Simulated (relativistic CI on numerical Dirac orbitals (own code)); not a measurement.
## Cu3+ in a cubic cluster: 1s photoemission with charge transfer

Computed with a charge-transfer multiplet model of a cubic metal-ligand cluster with up to 2 ligand holes, Slater and spin-orbit integrals from Dirac-Coulomb-Breit ions, Slater integrals scaled by 0.9. The ground state mixes d8 with configurations of k ligand holes L, whose averages lie at kΔ + k(k − 1)U_dd/2; a core hole lowers each added d electron by U_cd. 300 K, Lorentzian 1.1 eV and Gaussian 0.6 eV FWHM.

Atomic integrals in eV (Slater integrals scaled, ζ unscaled), ground: F2dd 12.450, F4dd 7.768, zeta_d 0.110; with the core hole: F2dd 13.918, F4dd 8.721, zeta_d 0.148, G2cd 0.086.

Cluster parameters (eV): Δ = 3, U_dd = 8.2, 10Dq = 1.9, 10Dq(ligand) = 1, V(eg) = 2.95, V(t2g) = -1.35, final-state hopping factor = 1.

| Case | n_d | d8 | d9L | d10L2 | S |
| --- | --- | --- | --- | --- | --- |
| U_cd = 9.4 eV | 8.30 | 0.72 | 0.27 | 0.01 | 1.00 |
| U_cd = 10 eV | 8.30 | 0.72 | 0.27 | 0.01 | 1.00 |
| U_cd = 10.6 eV | 8.30 | 0.72 | 0.27 | 0.01 | 1.00 |
| U_cd = 11.2 eV | 8.30 | 0.72 | 0.27 | 0.01 | 1.00 |
| U_cd = 11.8 eV | 8.30 | 0.72 | 0.27 | 0.01 | 1.00 |

Weights, n_d and S are thermal averages at 300 K. Binding energies count from the first peak over 30 % of the highest in each spectrum, which can be another peak from case to case. The parameters are a model scan and need not match a compound or its usual spin state. Peaks in eV (height, largest 100):
- U_cd = 9.4 eV: 0.0 (100), 7.7 (47), 12.4 (15)
- U_cd = 10 eV: 0.0 (100), 7.7 (51), 12.7 (22)
- U_cd = 10.6 eV: 0.0 (100), 7.6 (56), 13.0 (30)
- U_cd = 11.2 eV: 0.0 (100), 7.6 (61), 13.4 (39)
- U_cd = 11.8 eV: 0.0 (100), 7.6 (67), 14.0 (49)

Curve for U_cd = 10 eV (points under 2 left out, the grid thinned):

```tsv
E (eV)	Intensity
-3.6	2.8
-3.2	3.5
-2.8	4.5
-2.3	6.5
-1.9	9.2
-1.5	14.2
-1.1	24.2
-0.7	45.7
-0.2	90.3
0.2	96.4
0.6	62.4
1.0	32.9
1.4	18.4
1.9	10.5
2.3	7.5
2.7	5.7
3.1	4.7
3.5	4.0
4.0	3.6
4.4	3.6
4.8	3.8
5.2	4.3
5.6	5.3
6.1	7.8
6.5	12.2
6.9	21.8
7.3	39.3
7.8	50.3
8.2	34.7
8.6	18.8
9.0	10.7
9.4	7.0
9.9	4.9
10.3	4.3
10.7	4.2
11.1	4.8
11.5	6.6
12.0	12.6
12.4	20.1
12.8	21.5
13.2	14.7
13.6	8.3
14.1	4.3
14.5	2.8
14.9	2.1
```

For the case U_cd = 10.6 eV, Δ = 3 eV is smaller than U_dd = 8.2 eV, the charge-transfer side of the Zaanen-Sawatzky-Allen scheme. With the core hole the configuration with one ligand hole lies at Δ − U_cd = -6.4, -7.0, -7.6, -8.2, -8.8 eV from the one without, in the order of the table; where this is negative the screened configuration lies lower.
